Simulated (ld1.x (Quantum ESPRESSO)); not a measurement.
**An all-electron radial function and its pseudo partner (Ne (Z = 10))**

Columns: radius, all-electron u(r) and pseudo u(r) of the 2p shell (level -13.55 eV) of neon in the configuration [He] 2s2 2p6; LDA (PZ), non-relativistic, TM semilocal scheme, ld1.x (Quantum ESPRESSO) 7.5.

| r (bohr) | all-electron | pseudo |
| --- | --- | --- |
| 0.045 | 0.0467 | 0.0211 |
| 0.090 | 0.1513 | 0.0824 |
| 0.135 | 0.2783 | 0.1779 |
| 0.180 | 0.4075 | 0.2983 |
| 0.225 | 0.5280 | 0.4319 |
| 0.270 | 0.6343 | 0.5665 |
| 0.315 | 0.7244 | 0.6909 |
| 0.360 | 0.7978 | 0.7964 |
| 0.405 | 0.8555 | 0.8780 |
| 0.450 | 0.8986 | 0.9346 |
| 0.495 | 0.9290 | 0.9684 |
| 0.540 | 0.9483 | 0.9835 |
| 0.585 | 0.9581 | 0.9849 |
| 0.630 | 0.9600 | 0.9776 |
| 0.675 | 0.9554 | 0.9650 |
| 0.720 | 0.9454 | 0.9497 |
| 0.765 | 0.9313 | 0.9326 |
| 0.810 | 0.9137 | 0.9140 |
| 0.855 | 0.8936 | 0.8936 |
| 0.900 | 0.8715 | 0.8715 |
| 0.945 | 0.8479 | 0.8479 |
| 0.990 | 0.8233 | 0.8233 |
| 1.035 | 0.7981 | 0.7981 |
| 1.080 | 0.7725 | 0.7725 |
| 1.125 | 0.7468 | 0.7468 |
| 1.170 | 0.7211 | 0.7211 |

Question: How many radial nodes do the two functions have?

Answer: The all-electron 2p function has n − l − 1 = 0; the pseudo-wave has 0.

Question: At about which radius was the pseudo-wave matched?

Answer: 0.90 bohr. The columns agree to 0.0005 from 0.81 bohr on; several derivatives are matched, so the curves merge somewhat inside the radius.

Question: Is the pseudo-wave norm-conserving?

Answer: Yes: the TM semilocal scheme keeps the norm inside the radius equal to the all-electron one, which fixes the energy derivative of the logarithmic derivative at the level.
